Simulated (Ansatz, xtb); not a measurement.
**C5H9BO2: which of two isomers lies lower**

Structure a: `C=C1CB(O)O[C@@H]1C`, a singlet. Structure b: `C=CC(=C)CB(O)O`, a singlet. Both are isolated molecules in the gas phase, relaxed with B3LYP/def2-SVP; each stands in its lowest conformer found.

a (Å):

```csv
atom,x (Å),y (Å),z (Å)
C,-1.3929,0.8049,2.4699
C,-0.6374,0.3778,1.4539
C,0.5052,1.1070,0.7747
C,-0.7505,-1.0143,0.8277
C,-1.8837,-1.1489,-0.1870
B,1.2677,-0.1118,0.1118
O,2.4888,-0.0913,-0.4771
O,0.5123,-1.2530,0.1767
H,-1.2710,1.8066,2.8921
H,-2.1607,0.1673,2.9204
H,0.1363,1.7815,-0.0227
H,1.0977,1.7325,1.4598
H,2.7397,-0.9570,-0.8278
H,-0.8716,-1.7840,1.6093
H,-1.8449,-2.1366,-0.6724
H,-1.8048,-0.3754,-0.9676
H,-2.8592,-1.0382,0.3107
```

b (Å):

```yaml
atoms:
  - { symbol: C, position_ang: [-1.0034, -1.0159, 1.9953] }
  - { symbol: C, position_ang: [-0.3189, 0.1289, 1.8313] }
  - { symbol: C, position_ang: [-0.3954, 1.0370, 0.6761] }
  - { symbol: C, position_ang: [0.3715, 2.1454, 0.6589] }
  - { symbol: C, position_ang: [-1.3280, 0.6844, -0.4619] }
  - { symbol: B, position_ang: [-0.8974, -0.5945, -1.2963] }
  - { symbol: O, position_ang: [-1.8277, -1.5824, -1.4883] }
  - { symbol: O, position_ang: [0.3675, -0.6388, -1.8121] }
  - { symbol: H, position_ang: [-1.7087, -1.3910, 1.2489] }
  - { symbol: H, position_ang: [-0.8736, -1.6220, 2.8959] }
  - { symbol: H, position_ang: [0.3727, 0.4423, 2.6226] }
  - { symbol: H, position_ang: [0.3468, 2.8482, -0.1781] }
  - { symbol: H, position_ang: [1.0537, 2.3760, 1.4825] }
  - { symbol: H, position_ang: [-1.3739, 1.5337, -1.1655] }
  - { symbol: H, position_ang: [-2.3522, 0.5301, -0.0830] }
  - { symbol: H, position_ang: [-1.5370, -2.3330, -2.0213] }
  - { symbol: H, position_ang: [0.5927, -1.4364, -2.3060] }
```

Quicker runs give these differences E(b) − E(a): GFN2-xTB +26.4 kcal/mol; HF/STO-3G +54.6 kcal/mol (at GFN2-xTB geometries); r2SCAN-D4/def2-SVP +13.0 kcal/mol (at GFN2-xTB geometries).

Task: Estimate E(b) − E(a) at the level CCSD(T)/def2-SVP + ΔMP2/def2-TZVPP.

Result: Calculated at CCSD(T)/def2-SVP + ΔMP2/def2-TZVPP: E(b) − E(a) = +8.6 kcal/mol, so structure a lies lower.

The same difference at several levels:

```tsv
level	geometry	E(b) − E(a) (kcal/mol)	departure from the last row (kcal/mol)	job, with rough time for the two
GFN2-xTB	GFN2-xTB	+26.4	+17.8	optimisation, 0.99 s
HF/STO-3G	GFN2-xTB	+54.6	+46.0	single point, 1 s
r2SCAN-D4/def2-SVP	GFN2-xTB	+13.0	+4.4	single point, 5.4 s
B3LYP/def2-SVP	B3LYP/def2-SVP	+11.1	+2.5	optimisation, 2.3 min
HF/def2-SVP	B3LYP/def2-SVP	+11.9	+3.2	part of the CCSD(T) run
MP2/def2-SVP	B3LYP/def2-SVP	+12.2	+3.6	part of the CCSD(T) run
CCSD(T)/def2-SVP	B3LYP/def2-SVP	+11.5	+2.9	single point
CCSD(T)/def2-SVP + ΔMP2/def2-TZVPP	B3LYP/def2-SVP	+8.6		single point, 3.4 min
```

As drawn, b has 1 C=C, 1 O–H in place of 1 C–C, 1 C–O, 1 C–H. Structure a has a 5-membered ring, b no ring.

None of the levels shown reverses the order. The largest departure from CCSD(T)/def2-SVP + ΔMP2/def2-TZVPP is that of HF/STO-3G, 46.0 kcal/mol. The last row adds to CCSD(T) the change of the MP2 difference between the two basis sets, here −2.9 kcal/mol.

With thermal terms from frequencies at re-optimised GFN2-xTB minima (ideal gas, soft modes damped towards free rotors, one conformer each, 298.15 K, 1 atm): on the last row, ΔE + ΔZPE = +6.9, ΔH = +7.6, ΔG = +5.9 kcal/mol.

The correlated steps freeze 8 core orbitals. Mirror images aren't counted in ΔG. Codes used: Ansatz 0.2.0, xtb 6.7.1; the last row on 2 threads of Intel(R) Xeon(R) Processor @ 2.70GHz on a shared host.
